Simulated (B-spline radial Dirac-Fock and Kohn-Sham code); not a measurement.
# Photoemission from Cu³⁺ at 1000 eV, detector at θ = 54.7°, φ = 0°

System: Cu³⁺, 1s2 2s2 2p6 3s2 3p6 3d8. Level of theory: Dirac-Hartree-Slater photoionisation with a Latter tail; cross sections with all multipoles, angular parameters from the dipole term and its interference with E2; a B-spline atomic structure program. Thresholds are orbital energies of the model. For linearly polarised light dσ/dΩ = σ/(4π) [1 + β P₂(cos θ) + (δ + γ cos²θ) sin θ cos φ], with θ from the polarisation vector and φ the angle between the beam and the projection of the electron momentum on the plane normal to the polarisation. The dipole factor is 1 + βP₂ and the non-dipole term is the rest of the bracket. Open shells are filled statistically over j.

Input file task.json (cfg lists n, l and occupation; rrms is the nuclear radius in fm):

```json
{"items": [{
  "Z": 29,
  "q": 3,
  "cfg": [[1, 0, 2], [2, 0, 2], [2, 1, 6], [3, 0, 2], [3, 1, 6], [3, 2, 8]],
  "A": 63,
  "rrms": 3.8823,
  "do": "xps",
  "hv": [52.2, 56.0, 58.2, 60, 80, 124.0, 148.0, 149.0, 268.0, 300, 312.0, 400, 484.0, 492.0, 493.0, 678.0, 889.0, 1000, 1486.9, 1520.0, 1760.0, 2000.0, 2160.0, 2230.0, 2470.0, 2510.0, 2984.4, 4520.0, 6000, 6390.0]
}]}
```

Command: `python xray2_run.py task.json out`

| subshell | threshold (eV) | σ (kb) | β | γ | δ | dipole factor | non-dipole term | dσ/dΩ (kb/sr) |
| --- | --- | --- | --- | --- | --- | --- | --- | --- |
| 2p3/2 | 989.1 | 608 | 0.70 | -0.11 | 0.011 | 1.001 | -0.021 | 47.4 |
| 3s | 170.9 | 27.5 | 2.00 | -0.05 | 0.000 | 1.002 | -0.015 | 2.16 |
| 3p1/2 | 129.8 | 29.8 | 1.59 | 0.14 | 0.007 | 1.001 | +0.043 | 2.47 |
| 3p3/2 | 127.0 | 58.0 | 1.61 | 0.14 | 0.008 | 1.001 | +0.045 | 4.83 |
| 3d3/2 | 57.74 | 12.2 | 1.12 | 0.43 | 0.068 | 1.001 | +0.173 | 1.14 |
| 3d5/2 | 57.38 | 17.9 | 1.10 | 0.43 | 0.069 | 1.001 | +0.174 | 1.67 |

Values without a named source are computed, but for edge energies of neutral atoms, which are taken from tables.
